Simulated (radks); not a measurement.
Removal energies from neutral strontium, [Kr] 5s2, by Delta-SCF beside the eigenvalue of the level emptied. All-electron calculation, Dirac Kohn-Sham, BLYP, spin-unpolarised, spherical densities, finite nucleus; Fermi nuclear charge, rms radius of each element as measured or else 0.836 A^(1/3) + 0.57 fm. Program: a radial shooting solver on a logarithmic mesh with Libxc functionals. Sub-shells are occupied by j as written (lower j first in brackets).

[
 {"removed from": "5s1/2", "final configuration": "[Kr] 5s1", "Delta-SCF (eV)": "5.808", "-eigenvalue (eV)": "3.376"},
 {"removed from": "4p3/2", "final configuration": "[Ar] 3d10 4s2 4p(1/2: 2, 3/2: 3) 5s2", "Delta-SCF (eV)": "27.651", "-eigenvalue (eV)": "22.163"},
 {"removed from": "4p1/2", "final configuration": "[Ar] 3d10 4s2 4p(1/2: 1, 3/2: 4) 5s2", "Delta-SCF (eV)": "28.914", "-eigenvalue (eV)": "23.332"},
 {"removed from": "4s1/2", "final configuration": "[Ar] 3d10 4s1 4p6 5s2", "Delta-SCF (eV)": "46.772", "-eigenvalue (eV)": "40.617"}
]
